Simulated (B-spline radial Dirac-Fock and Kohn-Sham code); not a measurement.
Te²⁻: photoemission with 498 eV photons

System: tellurium as Te²⁻, [Kr] 4d10 5s2 5p6, inside a Watson sphere of charge +2 and radius 2.652 Å (a model of the Madelung potential; inside it an electron's potential energy is lowered by 10.9 eV).

Model: the independent-particle Dirac-Slater model, thresholds from Dirac-Fock. Program: a radial B-spline solver. The asymmetry parameter β is from the dipole term alone. Kinetic energies are from the vacuum level.

The last column is dσ/dΩ = σ/(4π) · [1 − (β/2) P₂(cos θ)] at θ = 90° from the beam of unpolarised light.

```tsv
subshell	electrons	binding (eV)	kinetic (eV)	σ (kb)	β	dσ/dΩ (kb/sr)
N1 (4s)	2	181.9	316.1	71.7	1.98	8.53
N2 (4p1/2)	2	133.2	364.8	70.2	1.40	7.55
N3 (4p3/2)	4	123.4	374.6	160	1.39	17.2
N4 (4d3/2)	4	44.14	453.9	195	1.09	19.7
N5 (4d5/2)	6	42.68	455.3	289	1.13	29.5
O1 (5s)	2	16.35	481.6	9.68	1.98	1.15
O2 (5p1/2)	2	6.18	491.8	5.54	1.55	0.612
O3 (5p3/2)	4	5.54	492.5	11.1	1.52	1.22
```

Branching ratios of the spin-orbit partners (statistical value in brackets): 4p 2.28 (2.00), 4d 1.48 (1.50), 5p 2.00 (2.00).

Values without a named source are computed, but for edge energies of neutral atoms, which are taken from tables.
